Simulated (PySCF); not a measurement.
Positional isomers: cyclohexane formyl+silyl. Gas-phase values, no solvent. One relaxed conformer stands for each flexible species; it need not be the lowest. Strings in code marks are SMILES.

Method: PBE-D3(BJ)/def2-TZVP // PBE-D3(BJ)/def2-SVP run with PySCF. All candidates: neutral, multiplicity 1. Excitations are Tamm–Dancoff values on a coarser integration grid. The basis has no diffuse functions, so Rydberg states are missing or too high.

LUMO: -2.21 eV
S1 excitation (TDA): 4.01 eV
HOMO: -6.00 eV

### Question
Say which member has these values.
A) `O=C[C@H]1CC[C@H]([SiH3])CC1` (O–C–C–C torsion 1°)
B) `O=C[C@H]1CC[C@@H]([SiH3])CC1` (O–C–C–C torsion 133°)
C) `O=C[C@@H]1CCC[C@H]([SiH3])C1` (O–C–C–C torsion 122°)
D) `O=C[C@@H]1CCCC[C@@H]1[SiH3]` (O–C–C–C torsion 145°)

### Answer
D, `O=C[C@@H]1CCCC[C@@H]1[SiH3]` (O–C–C–C torsion 145°). The others give `O=C[C@H]1CC[C@H]([SiH3])CC1` (O–C–C–C torsion 1°): -1.98 eV, 4.08 eV, -5.82 eV; `O=C[C@H]1CC[C@@H]([SiH3])CC1` (O–C–C–C torsion 133°): -2.04 eV, 4.04 eV, -5.84 eV; `O=C[C@@H]1CCC[C@H]([SiH3])C1` (O–C–C–C torsion 122°): -2.00 eV, 3.98 eV, -5.74 eV
